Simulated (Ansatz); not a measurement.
Cartesian coordinates in Å:
```
C 0.174 0.435 2.409
O -0.651 0.805 1.327
Si -0.563 0.118 -0.152
C -1.945 0.820 -1.149
O 0.915 0.368 -0.820
C 1.477 1.640 -1.038
O -0.671 -1.504 -0.039
Si 0.265 -2.827 -0.274
H 1.235 0.468 2.139
H -0.063 -0.575 2.758
H 0.001 1.136 3.227
H -2.907 0.574 -0.695
H -1.871 1.909 -1.208
H -1.931 0.418 -2.164
H 2.526 1.512 -1.309
H 0.971 2.164 -1.857
H 1.423 2.267 -0.140
H 1.481 -2.769 0.578
H 0.672 -2.942 -1.698
H -0.537 -4.017 0.104
```

Total charge 0; spin multiplicity 1.

Problem. List the CAM-B3LYP/def2-TZVPP orbital energies in eV (the Gaussian-basis code of Ansatz). (An estimate is asked.)

Solution. The calculation gave: Occupied: -1801.76, -1801.29, -522.34, -522.29, -522.29, -280.15, -280.06, -278.20, -146.12, -145.78, -101.49, -101.48, -101.42, -101.14, -101.09, -101.09, -30.29, -29.59, -29.08, -21.53, -20.86, -20.66, -17.64, -16.13, -15.26, -14.70, -14.56, -14.15, -13.94, -13.84, -12.96, -12.77, -12.43, -12.36, -11.40, -10.96, -10.40, -10.33, -10.11, -9.74, -9.67. Lowest empty: 1.29, 2.02, 2.40, 2.67, 2.75, 2.89, 3.14, 3.48.
